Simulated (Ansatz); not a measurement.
Basis-set extrapolation for `OCBF` (PBE0-D4/def2-TZVP geometry, frozen core, the Gaussian-basis code of Ansatz). Multiplicity 1, RHF reference.

```json
{"": "HF", "def2-TZVPP": "-239.327549", "def2-QZVPP": "-239.338891"}
{"": "MP2 correlation", "def2-TZVPP": "-0.759371", "def2-QZVPP": "-0.821202"}
{"": "CCSD(T) correlation", "def2-TZVPP": "-0.809056", "def2-QZVPP": "-0.866883"}
```

Energies in hartree. Use E(X) = E(∞) + A·exp(−7.88·√X) for Hartree–Fock and E(X) = E(∞) + B·X^(−2.97) for correlation, with X = 3 and 4.

Problem. What is the CCSD(T) energy at the basis-set limit?

Solution. HF limit: -239.338891 + (-0.011342) × 0.13774 = -239.34045. Correlation limit: -0.866883 + (-0.057827) × 0.74074 = -0.90972. Total: -240.25017 hartree, 3.09 eV below CCSD(T)/def2-TZVPP.
